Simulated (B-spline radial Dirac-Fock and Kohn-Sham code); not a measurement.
# Ba⁺ 5p1/2: cross section and angular parameters

System: barium as Ba⁺, configuration [Xe] 6s1; threshold 29.84 eV (orbital energy of the model). Calculated with an atomic code on a B-spline grid, using Dirac-Hartree-Slater photoionisation with a Latter tail; cross sections with all multipoles, angular parameters from the dipole term and its interference with E2.

Input file task.json (cfg lists n, l and occupation; rrms is the nuclear radius in fm):

```json
{"items": [{
  "Z": 56,
  "q": 1,
  "cfg": [[1, 0, 2], [2, 0, 2], [2, 1, 6], [3, 0, 2], [3, 1, 6], [3, 2, 10], [4, 0, 2], [4, 1, 6], [4, 2, 10], [5, 0, 2], [5, 1, 6], [6, 0, 1]],
  "A": 138,
  "rrms": 4.8378,
  "do": "xps",
  "hv": [60, 70.1, 84.6, 94.6, 95.9, 125.0, 150, 258.0, 342.0, 407.0, 444.0, 600, 759.0, 1110.0, 1253.6, 1260.0, 1700.0, 1990.0, 2000, 2430.0, 2860.0, 2984.4, 3520.0, 4000, 4480.0, 4840.0, 6280.0, 9090.0, 10700.0, 12000]
}]}
```

Run with: `python xray2_run.py task.json out`

For linearly polarised light dσ/dΩ = σ/(4π) [1 + β P₂(cos θ) + (δ + γ cos²θ) sin θ cos φ], with θ from the polarisation vector and φ the angle between the beam and the projection of the electron momentum on the plane normal to the polarisation.

```csv
hν (eV),σ (kb),β,γ,δ
60,299,0.971,0.324,-0.027
70.1,187,0.519,0.298,-0.024
84.6,117,0.089,0.178,-0.011
94.6,93.1,-0.044,0.090,0.000
95.9,90.8,-0.053,0.080,0.001
125,60.7,0.014,-0.048,0.023
150,49.5,0.248,-0.046,0.030
258,29.2,1.002,0.164,0.022
342,21.9,1.271,0.240,0.013
407,18.0,1.395,0.254,0.009
444,16.3,1.447,0.251,0.007
600,11.2,1.581,0.202,0.002
759,8.08,1.648,0.135,0.000
1110,4.53,1.706,0.025,-0.001
1253.6,3.71,1.713,0.000,-0.001
1260,3.68,1.713,-0.001,-0.001
1700,2.19,1.713,-0.022,-0.002
1990,1.64,1.705,-0.005,-0.002
2000,1.62,1.704,-0.005,-0.002
2430,1.11,1.686,0.046,-0.001
2860,0.805,1.665,0.112,0.000
2984.4,0.739,1.658,0.133,0.000
3520,0.524,1.631,0.229,0.002
4000,0.399,1.608,0.318,0.004
4480,0.311,1.585,0.407,0.006
4840,0.261,1.568,0.473,0.008
6280,0.142,1.504,0.722,0.019
9090,?,?,?,?
10700,0.0374,1.348,1.322,0.058
12000,0.0276,1.310,1.461,0.071
```

Question: Give the values at 9090 eV.

Answer: σ = 0.0570 kb, β = 1.399, γ = 1.129, δ = 0.043.
